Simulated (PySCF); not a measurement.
**Electron affinity of Fe by level of theory**

Fe⁻ [Ar] 3d7 4s2 (4F) → Fe [Ar] 3d6 4s2 (5D), as a difference of total energies. All numbers are calculated (PySCF 2.14, the non-relativistic Hamiltonian (point nucleus), in aug-cc-pwCVTZ (10s9p7d4f3g, 127 functions)). Correlated levels: valence: [Ar] frozen. The calculations carry no spin-orbit coupling.

```tsv
method	electron affinity (eV)	plus first-order spin-orbit estimate	difference from reference of that sum (eV)
UHF	-2.008	-1.987	-2.140
MP2 (valence)	-0.041	-0.020	-0.173
SCS-MP2 (valence)	0.011	0.032	-0.121
CCSD (valence)	-0.256	-0.235	-0.388
CCSD(T) (valence)	0.007	0.027	-0.126
```

Reference: 0.153 eV (measured; photodetachment measurements, as compiled on the Wikipedia data page of electron affinities).

A first-order spin-orbit estimate (lowest level to lowest level, LS coupling) adds 0.021 eV.

These non-relativistic numbers lack the scalar-relativistic shift.

Errors of the correlated levels include the incompleteness of this basis and the frozen core.

A negative affinity means that the anion lies above the atom at that level of theory.

The coupled-cluster amplitudes are large for Fe⁻ (T1 above 0.03 or a double amplitude above 0.15), so a single reference is strained.
